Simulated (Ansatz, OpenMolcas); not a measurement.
**GeSiH4O2 (SMILES [OH][Ge][O][SiH3]): the vertical energy of the triplet above the singlet from total energies**

The species is GeSiH4O2 (8 atoms), meant as a singlet with charge 0. As SMILES, `[OH][Ge][O][SiH3]`. The coordinates come from a PBE0-D4/def2-TZVP relaxation. This is one conformer, not always the lowest.

Both states at this one shape; open shells run unrestricted unless said. 1 Eh = 27.2114 eV.

| level | program | singlet GeSiH4O2 (Eh) | triplet GeSiH4O2 (Eh) |
| --- | --- | --- | --- |
| PBE/def2-SVP | Ansatz | -2518.330345 | -2518.198483 |
| M06-L/def2-SVP | OpenMolcas | -2518.883194 | -2518.743959 |

Problem. Work out the vertical gap, second state less first, at each level.

Solution. 
1. PBE/def2-SVP: -2518.198483 − (-2518.330345) = 0.131862 Eh = 3.59 eV.
2. M06-L/def2-SVP: -2518.743959 − (-2518.883194) = 0.139235 Eh = 3.79 eV.

No measured value is set beside it here; the levels span 3.59 to 3.79 eV. All-electron rows are non-relativistic unless named.
